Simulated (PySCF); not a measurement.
**WCl₂: adding exact exchange**

Base calculation in PySCF with density fitting and no spin–orbit coupling, PBE/def2-TZVP (scalar-relativistic core potentials): quintet, C2v, W–Cl 2.272 Å (×2); Cl–W–Cl 139.3°; wavenumbers 64, 381, 389 cm⁻¹; dipole moment 1.33 D, polar-tensor charge of W 0.98 e, atomisation energy (no zero-point energy) 900 kJ/mol.

Question: What changes on going to PBE0/def2-TZVP (scalar-relativistic core potentials)?

Answer: The point group stays the same. Changes: mean bond to W -0.005 Å, smallest bond angle +2.0 degrees, highest wavenumber +9 cm⁻¹, lowest wavenumber -2 cm⁻¹, dipole moment +0.22 D, polar-tensor charge of W +0.12 e, atomisation energy (no zero-point energy) -21 kJ/mol. The new structure has W–Cl 2.267 Å (×2); Cl–W–Cl 141.3°, with wavenumbers 62, 389, 398 cm⁻¹. Exact exchange shortens and stiffens the bonds, the usual pattern.

Spin–orbit coupling can matter for WCl₂ and is left out. Open d or f shells are single determinants, so the state found may not be the ground state. Each species is the lowest minimum found with this bonding; other isomers or fragments can lie lower.
